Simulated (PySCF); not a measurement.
Molecule: `F[C@@H]1CN[SiH2]C1`, C₃H₈FNSi.

Cartesian coordinates in Å; atom numbers follow the order of the lines, from 1:
```xyz
14

F    -1.1619    0.3648    1.5147
C    -1.1547    0.3281    0.1298
C    -0.5759   -1.0099   -0.3159
N     0.8640   -0.9105   -0.2151
Si    1.4728    0.7103   -0.1320
C    -0.2533    1.4549   -0.3599
H    -2.2011    0.4379   -0.2041
H    -0.9900   -1.7937    0.3421
H    -0.9285   -1.2293   -1.3454
H     1.3894   -1.7727   -0.2330
H     2.4209    1.0748   -1.2343
H     2.1508    1.0686    1.1538
H    -0.4235    1.6409   -1.4332
H    -0.4701    2.3834    0.1863
```

Geometry PBE0-D3(BJ)/def2-SVP throughout; GIAO in PySCF 2.14.0 with density-fitted response routines, gas phase, one conformer, non-relativistic; equivalent atoms averaged; basis pcSseg-1.

For orientation, KT3 gives these absolute shieldings σ: C2 89.9, C6 164.5, N4 243.8, Si5 392.9, H7 26.20, H12 26.32, H14 29.97, H13 30.27, H10 31.47 ppm.

A run gave: C2 87.8, C6 164.8, N4 252.8, Si5 368.6, H7 26.34, H12 26.45, H14 30.01, H13 30.43, H10 31.58 ppm (absolute shieldings σ).

Question: Which functional was used in that run?
A. CAM-B3LYP
B. B97-D
C. mPW1PW91
D. HF

Answer: A. C2 tells them apart best: CAM-B3LYP gives 87.8, HF gives 107.9, B97-D gives 83.9, mPW1PW91 gives 90.3 ppm.
